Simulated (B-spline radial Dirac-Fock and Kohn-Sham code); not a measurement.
## Os⁵⁺: scattering cross sections and density moments

System: Os⁵⁺, configuration 1s2 2s2 2p6 3s2 3p6 3d10 4s2 4p6 4d10 4f14 5s2 5p6 5d3, inside a Watson sphere of charge -5 and radius 1.8 Å (a model of the Madelung potential; inside it an electron's potential energy is raised by 40.0 eV).

Calculated with an atomic code on a B-spline grid, using configuration-average Dirac-Fock orbitals.

```
Sum of ⟨r⟩                          : 33.36 bohr
Sum of ⟨r²⟩                         : 29.03 bohr²
Sum of ⟨1/r⟩                        : 567.11 per bohr
Langevin diamagnetic susceptibility : -23.0 × 10⁻⁶ cm³/mol
Lamb shielding (α²/3)Σ⟨1/r⟩         : 10070 ppm
```

Coherent scattering is the Thomson cross section weighted by f₀², without anomalous dispersion; incoherent scattering is Klein-Nishina weighted by S. The Lamb formula is the non-relativistic shielding expression. Electron correlation is left out.

```
hν (keV)  coherent (b)  incoherent (b)  incoherent per electron (b)
       5          2358           5.929                       0.0835
      10          1432           12.06                        0.170
 17.4793         780.6           18.06                        0.254
      20         661.0           19.59                        0.276
      50         183.4           28.06                        0.395
     100         59.42           29.53                        0.416
     500         3.140           20.04                        0.282
    1000        0.8170           14.85                        0.209
```

Incoherent scattering overtakes coherent scattering between 100 and 500 keV.
